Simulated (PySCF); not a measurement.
Molecule: `COB(OC)[SiH2][SiH3]`, C2H11BO2Si2.

Bonds (- single, = double, # triple, : aromatic): C1-O2, O2-B3, B3-O4, O4-C5, B3-Si6, Si6-Si7. C1 carries H8, H9, H10; C5 carries H11, H12, H13; Si6 carries H14, H15; Si7 carries H16, H17, H18.

Frames of a GFN2-xTB Langevin trajectory at 300 K; GIAO PBE0/pcSseg-1 shieldings in PySCF, gas phase, non-relativistic; equivalent atoms averaged within each frame.

Scale: TMS for ¹³C (186.93 ppm) and ²⁹Si (349.16 ppm) and ¹H (31.72 ppm); H2O for ¹⁷O (336.08 ppm); ¹¹B (100.07 ppm) against BF3·OEt2 (reference shieldings calculated alike). The references are static minima.

How do the shifts (ppm) fluctuate along the trajectory?

Results:


```
         time (fs)  C1/C5  O2/O4    B3     Si7     Si6  H8/H9/H10/H11/H12/H13  H14/H15  H16/H17/H18
optimised geometry   54.8  140.6  30.7  -119.5  -143.1                   4.00     3.30         3.41
               250   58.4  143.4  30.2  -120.0  -128.8                   4.40     3.80         3.28
               425   55.2  147.7  31.9  -107.8  -132.6                   4.20     3.44         4.13
               625   57.6  148.6  35.3  -120.5  -139.1                   4.54     3.27         3.48
               800   52.0  150.8  32.4  -108.2  -128.1                   3.75     4.45         4.33
              1000   59.5  164.6  33.3  -109.3  -108.4                   4.36     4.20         3.76
    mean of frames   56.5  151.0  32.6  -113.2  -127.4                   4.25     3.83         3.80
standard deviation    3.0    8.0   1.9     6.5    11.5                   0.30     0.49         0.44
```

5 frames give an uncertainty of the mean of about the standard deviation over 2.2 at best, since frames this close in time may not be independent; classical motion lacks zero-point vibration, and the reference would need the same averaging.
